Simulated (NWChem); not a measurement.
System: C2H2BrF; SMILES F/C=C\Br

```xyz
6

F     -0.7873     2.0531     0.0000
C      0.4978     1.7519     0.0000
C      0.9643     0.5063     0.0000
Br    -0.1395    -0.9991     0.0000
H      1.1570     2.6256     0.0000
H      2.0374     0.3146     0.0000
```
Atoms are numbered in this order, from 1.

Results from NWChem. Geometry: optimised at PBE0/def2-SVP. B3LYP is NWChem's, with the RPA form of VWN correlation. Vertical excitations in the gas phase.

Question: Estimate the computed values for B3LYP/def2-SVP, TDA. Quantities: lowest excitation, singlet (eV); oscillator strength of that lowest state; lowest state with f > 0.02, singlet (eV); orbital gap (eV).

Answer: 
```
Property                                  Result
----------------------------------------  ------
lowest excitation, singlet (eV)             5.88
oscillator strength of that lowest state   0.003
lowest state with f > 0.02, singlet (eV)    6.96
orbital gap (eV)                            6.77
```
